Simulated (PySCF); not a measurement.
Level of theory: PBE0-D3(BJ)/def2-TZVP // PBE0-D3(BJ)/def2-SVP (PySCF). All species are isolated molecules in the gas phase. One relaxed conformer stands for a flexible species; it need not be the lowest. Excitations are Tamm–Dancoff values on a coarser integration grid. The basis has no diffuse functions, so Rydberg states are missing or too high.

Reference species (SMILES): `[I][Ga]([I])[I]` (neutral, multiplicity 1).

```json
{
 "S1 excitation (TDA)": "4.08 eV",
 "S1 oscillator strength": "0.000"
}
```

Changed species: `C[N](C)[Ga]([I])[I]` (C–N–Ga–I torsion 0°) (2 of 3 N(CH3)2 replaced by I; the reference has 3 of 3 N(CH3)2 replaced by I).

### Question
Give the shifts of the S1 excitation (TDA) and S1 oscillator strength.

### Answer
the S1 excitation (TDA) falls by 0.09 eV, to 3.99 eV; the S1 oscillator strength stays essentially unchanged.
